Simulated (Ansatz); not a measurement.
Cost and result for the atomization energy of CH3AlCl2Se, SMILES `C[Se][Al]([Cl])[Cl]` (8 atoms, 7 bonds).

| atom | x (Å) | y (Å) | z (Å) |
| --- | --- | --- | --- |
| C1 | -1.1512 | 0.7195 | -0.6649 |
| Se2 | -0.4932 | 0.6422 | 1.1860 |
| Al3 | 1.2844 | -0.7573 | 0.8944 |
| Cl4 | 2.4964 | -1.2269 | 2.5189 |
| Cl5 | 1.7096 | -1.5970 | -0.9690 |
| H6 | -0.8739 | -0.1776 | -1.2116 |
| H7 | -0.7379 | 1.5999 | -1.1500 |
| H8 | -2.2344 | 0.7971 | -0.6038 |

Total charge 0; spin multiplicity 1. Correlated methods include outer-core shells of Se, which these sets cover unevenly. Scalar relativity is left out up to krypton. The structure was optimised at the PBE0-D4/def2-TZVP level. It is one conformer, not always the lowest. Program: Ansatz. All runs use 4 threads of an Arm Neoverse V1 on a shared host. Times are those of one run each, without the atoms' runs, and a repeat can differ threefold. Electronic energies, without spin–orbit coupling; frozen cores. CCSD(T)/CBS adds CCSD(T) − MP2 in def2-TZVPP to the MP2 limit, and its time is that of the two runs behind it. T1 = 0.009. With those shells the extrapolation isn't a true limit. B3LYP takes the VWN-RPA correlation (the form of Gaussian; ORCA's B3LYP/G). HSE06 is the plane-wave form, built on full-range PBE exchange.

CCSD(T)/CBS is a level of theory with its own doubt, some kJ/mol a heavy atom from the limit and from the frozen cores, so smaller differences don't rank the functionals.

| level | functions | wall time |
| --- | --- | --- |
| LDA (SPW92)/def2-TZVPP | 247 | 1.4 s |
| PBE-D4/def2-TZVPP (with forces) | 247 | 2.9 s |
| PBE0-D4/def2-TZVPP | 247 | 4.6 s |
| BHLYP-D4/def2-TZVPP | 247 | 4.8 s |
| HSE06-D4/def2-TZVPP | 247 | 5 s |
| B3LYP-D4/def2-TZVPP (with forces) | 247 | 6.5 s |
| B2PLYP/def2-TZVPP | 247 | 6.5 s |
| CCSD(T)/def2-SVP | 115 | 6.5 s |
| PBE-QIDH/def2-TZVPP | 247 | 7 s |
| r2SCANh-D4/def2-TZVPP | 247 | 7.5 s |
| MP2/def2-QZVPP | 446 | 23 s |
| CCSD(T)/def2-TZVPP | 247 | 3.2 min |
| CCSD(T)/CBS(def2) | – | 3.6 min |

(1) What atomization energy does each give, and how far from CCSD(T)/CBS? (Best estimate.)

Results:

(1) The calculation gave: 
```tsv
level	atomization (kJ/mol)	difference from CCSD(T)/CBS	per bond
LDA (SPW92)/def2-TZVPP	3076.5	338.9	48.4
PBE-D4/def2-TZVPP (with forces)	2757.2	19.6	2.8
PBE0-D4/def2-TZVPP	2728.3	-9.3	-1.3
BHLYP-D4/def2-TZVPP	2641.7	-95.9	-13.7
HSE06-D4/def2-TZVPP	2729.9	-7.7	-1.1
B3LYP-D4/def2-TZVPP (with forces)	2692.8	-44.8	-6.4
B2PLYP/def2-TZVPP	2674.8	-62.8	-9.0
CCSD(T)/def2-SVP	2550.3	-187.3	-26.8
PBE-QIDH/def2-TZVPP	2724.2	-13.4	-1.9
r2SCANh-D4/def2-TZVPP	2735.3	-2.3	-0.3
MP2/def2-QZVPP	2772.6	35.0	5.0
CCSD(T)/def2-TZVPP	2653.3	-84.3	-12.0
CCSD(T)/CBS(def2)	2737.6	0.0	0.0
```

At CCSD(T), def2-SVP lies −187.3 kJ/mol from the extrapolated value and def2-TZVPP −84.3 kJ/mol: correlation converges slowly with the basis, and small sets miss more of it in the bonded molecule than in its fragments. The D4 term adds +40.2 kJ/mol with B3LYP and +21.3 kJ/mol with PBE0; it sums over pairs of atoms, weighted by their polarisabilities, and B3LYP, whose exchange is more repulsive, gets the larger term. From PBE to PBE0 (25 % exact exchange), in def2-TZVPP and without D4, the atomization energy moves by −25.6 kJ/mol: exact exchange takes away binding that semilocal exchange gives to molecules.
